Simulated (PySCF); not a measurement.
# Excitation energy of Cl²⁺ by level of theory

Cl²⁺ [Ne] 3s2 3p3 (4S) → Cl²⁺ [Ne] 3s2 3p2 3d1 (high-spin determinant), as a difference of total energies. All numbers are calculated (PySCF 2.14, scalar relativity by spin-free X2C-1e, in aug-cc-pVTZ-DK (6s5p3d2f, 50 functions)). Correlated levels: valence: [Ne] frozen. The calculations carry no spin-orbit coupling.

| method | excitation energy (eV) |
| --- | --- |
| UHF | 20.408 |
| LDA | 19.171 |
| PBE | 19.035 |
| PBE0 | 19.456 |
| r2SCAN | 19.695 |
| r2SCANh | 19.774 |
| revPBE | 19.020 |
| TPSS | 19.181 |
| BP86 | 19.053 |
| MP2 (valence) | 19.914 |
| SCS-MP2 (valence) | 19.852 |

Question: How much does correlation contribute at MP2 (valence)?

Answer: 19.914 − (20.408) = -0.494 eV, measured against UHF.

A first-order spin-orbit estimate (lowest level to lowest level, LS coupling) adds -0.064 eV.

The promoted electron is Rydberg-like, and one or two diffuse shells describe it only roughly, which tends to raise the upper state.

The determinant of the upper state mixes LS terms, which raises its energy above the lowest term, most at the Hartree-Fock and MP2 levels.
